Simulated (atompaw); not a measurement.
# What the settings do to the PAW (atompaw) potential of Ni (Z = 28)

Base potential:

```
Element                 : Ni
Generator               : atompaw 4.2.0.5
Type                    : PAW
Functional              : PBE
Relativity              : scalar-relativistic
Frozen core             : [Ne]
Valence charge          : 18
Reference configuration : 3s2 3p6 3d9 4s1 4p0
Partial waves           : 3s (bound): rc 0.90 bohr; 4s (bound): rc 1.15 bohr; 3p (bound): rc 1.20 bohr; 4p (bound, empty): rc 1.60 bohr; 3d (bound): rc 1.60 bohr; 3d channel at 0.6 Ry: rc 1.60 bohr
Local potential         : bessel scheme, radius 1.30 bohr
Core correction         : smooth core density matched at 1.25 bohr
Augmentation charge     : besselshape compensation charge, radius 1.50 bohr; PAW radius 1.60 bohr; waves and projectors: custom polynom vanderbiltortho
```

Cutoffs, loose and tight: the cutoffs (Ry, on a coarse ladder) from which the occupation-weighted sum of valence levels, in a spherical-Bessel basis at the reference potential, stays within 10 and 1 mRy of its value at 400 Ry. They see the waves, projectors and local potential, not the compensation charge or the core. A dash means not determined.

```tsv
change	outcome	cutoff, loose	cutoff, tight	bound ghosts
base	generated	80 Ry	140 Ry	none
wave 3d channel at 0.6 Ry: rc 1.60 bohr becomes 3d channel at 1.91 Ry: rc 1.60 bohr	generated	80 Ry	140 Ry	none
augmentation besselshape compensation charge, radius 0.94 bohr; PAW radius 1.60 bohr; waves and projectors: custom polynom vanderbiltortho	generated	80 Ry	140 Ry	none
reference 3s2 3p6 3d8 4s2 4p0	generated	80 Ry	140 Ry	none
wave 3s (bound): rc 0.90 bohr becomes 3s (bound): rc 1.52 bohr	generated	80 Ry	120 Ry	none
core [Ne] 3s2, valence charge 16; reference 3p6 3d8 4s1 4p0; waves now 4s (bound): rc 2.55 bohr; 4s channel at 2.65 Ry: rc 2.55 bohr; 3p (bound): rc 1.20 bohr; 4p (bound): rc 2.55 bohr; 3d (bound): rc 1.75 bohr; 3d channel at 0.8 Ry: rc 1.75 bohr; local potential bessel scheme, radius 2.30 bohr; core correction smooth core density matched at 1.70 bohr; augmentation besselshape compensation charge, radius 2.00 bohr; PAW radius 2.55 bohr; waves and projectors: custom polynom vanderbiltortho	generated	80 Ry	120 Ry	none
```

Question: What comes out with this change to the base: augmentation besselshape compensation charge, radius 1.50 bohr; PAW radius 1.60 bohr; waves and projectors: custom polynom2 7 10 vanderbiltortho?

Answer: outcome: generated; cutoff, loose: over 300 Ry; cutoff, tight: over 300 Ry; bound ghosts: none.

Question: What comes out with this change to the base: waves 3s (bound); 4s (bound); 3p (bound); 4p (bound); 3d (bound); 3d channel at 0.6 Ry; augmentation besselshape compensation charge, radius 1.50 bohr; PAW radius 1.60 bohr; waves and projectors: bloechl?

Answer: outcome: generated; cutoff, loose: 80 Ry; cutoff, tight: 100 Ry; bound ghosts: none.
